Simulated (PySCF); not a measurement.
## Ionisation energy of As⁺ by level of theory

As⁺ [Ar] 3d10 4s2 4p2 (3P) → As²⁺ [Ar] 3d10 4s2 4p1 (2P), as a difference of total energies. All numbers are calculated (PySCF 2.14, scalar relativity through the core potential, in aug-cc-pVDZ-PP with ECP10MDF). Correlated levels: valence: 3s2 3p6 3d10 frozen. The calculations carry no spin-orbit coupling.

```json
{"method": "UHF", "ionisation energy (eV)": "17.969"}
{"method": "MP2 (valence)", "ionisation energy (eV)": "18.237"}
{"method": "SCS-MP2 (valence)", "ionisation energy (eV)": "18.171"}
{"method": "CCSD (valence)", "ionisation energy (eV)": "18.268"}
{"method": "CCSD(T) (valence)", "ionisation energy (eV)": "18.276"}
{"method": "CCSDT (valence)", "ionisation energy (eV)": "18.278"}
```

Task: How much does correlation contribute at CCSD(T) (valence)?

Result: 18.276 − (17.969) = 0.307 eV, measured against UHF.

The reference lies between the lowest fine-structure levels, while these numbers refer to the centres of the terms.

Errors of the correlated levels include the incompleteness of this basis and the frozen core.

For comparison: 18.589 eV (measured; NIST Atomic Spectra Database, ionization energies).
